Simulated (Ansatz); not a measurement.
The same path of FH₂SeSi (5 atoms, charge 0, multiplicity 2) was run twice with different band settings. The coordinate that changes most is the height of Si2 over the plane of its neighbours.

These are results of UKS PBE/def2-SVP in Ansatz, not measurements.

Relaxed end points:

```xyz
5
Properties=species:S:1:pos:R:3
F -0.579 -1.484 1.327
Si -0.695 -0.211 0.290
Se 1.412 0.735 0.242
H -1.046 -0.783 -1.077
H 0.958 1.670 -0.823
```

```xyz
5
Properties=species:S:1:pos:R:3
F -0.274 -1.701 1.157
Si 0.092 -0.784 -0.159
Se 0.629 1.299 0.678
H -1.169 -0.703 -1.008
H 0.772 1.815 -0.709
```

Common settings: movable images 7; spring 5.0 eV/Å²; start path IDPP; force threshold 0.05 eV/Å; iteration limit 60; end points relaxed.

| run | climbing image | optimiser |
| --- | --- | --- |
| 1 | yes | quadratic models (default) |
| 2 | from the first iteration | fire |

(1) What does each run give, and how far can it be trusted?

## Answers

(1) Run 1: converged after 26 iterations, highest image 0.601 eV above the first end. A vibrational analysis at the climbing image gives one clearly imaginary mode, 733i cm⁻¹: a first-order saddle point.
Run 2: converged after 35 iterations, highest image 0.899 eV above the first end. The order of the stationary point at the top wasn't checked.
